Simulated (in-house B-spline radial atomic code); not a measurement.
Radial electron density of the mercury ion Hg⁷⁺, [Xe] 4f14 5d5. Computed with a radial B-spline atomic code at the basis-set limit: scalar-relativistic (X2C) SCAN, spin-polarised, spherical fractional occupations, Fermi nucleus of rms radius 5.4648 fm.

One-electron X2C: radii and densities carry no picture-change correction, so inner-shell <1/r> comes out high (for 1s by about 2 % at Z = 33, 5 % at 54, 10 % at 75, 30 % at 118) and <r> low.

Columns: r (bohr), 4πr²n(r) (electrons per bohr), bar.

```
0.000308    3.908 #
0.000379    5.173 ##
0.000466    6.814 ##
0.000573    8.939 ###
0.000705    11.69 ###
0.000868    15.22 ####
 0.00107    19.73 ######
 0.00131     25.2 #######
 0.00162    32.29 ##########
 0.00199    40.62 ############
 0.00245    50.58 ###############
 0.00301    61.84 ##################
 0.00371    74.37 ######################
 0.00456     87.1 ##########################
 0.00561    99.13 #############################
 0.00691      109 ################################
  0.0085    114.9 ##################################
  0.0105    115.7 ##################################
  0.0129    111.4 #################################
  0.0158    104.2 ###############################
  0.0195    98.32 #############################
   0.024    99.61 #############################
  0.0295    111.2 #################################
  0.0363    130.6 #######################################
  0.0447    147.3 ###########################################
   0.055    149.2 ############################################
  0.0676    134.4 ########################################
  0.0832    118.2 ###################################
   0.102    119.4 ###################################
   0.126    135.6 ########################################
   0.155    137.5 #########################################
   0.191    110.1 ################################
   0.235    81.07 ########################
   0.289     80.2 ########################
   0.355    91.74 ###########################
   0.437    82.53 ########################
   0.538    54.44 ################
   0.662    32.75 ##########
   0.815     23.8 #######
       1    18.63 #####
    1.23     11.8 ###
    1.52    5.287 ##
    1.87    1.683 
     2.3   0.3512 
    2.83   0.0437 
    3.48 0.002798 
    4.28 8.175e-05
```

On this grid the curve has 4 maxima, near 0.0105, 0.055, 0.155, 0.355 bohr.

The 5p up radial function P(r) = rR(r), positive near the nucleus:

| r (bohr) | P |
| --- | --- |
| 0.000466 | 0.001287 |
| 0.000705 | 0.002292 |
| 0.00107 | 0.004171 |
| 0.00162 | 0.007682 |
| 0.00245 | 0.01428 |
| 0.00371 | 0.02667 |
| 0.00561 | 0.04926 |
| 0.0085 | 0.08893 |
| 0.0129 | 0.1527 |
| 0.0195 | 0.2375 |
| 0.0295 | 0.3117 |
| 0.0447 | 0.2859 |
| 0.0676 | 0.04851 |
| 0.102 | -0.3298 |
| 0.155 | -0.3828 |
| 0.235 | 0.2407 |
| 0.355 | 0.6343 |
| 0.538 | -0.19 |
| 0.815 | -1.131 |
| 1.23 | -0.9173 |
| 1.87 | -0.2548 |
| 2.83 | -0.01966 |
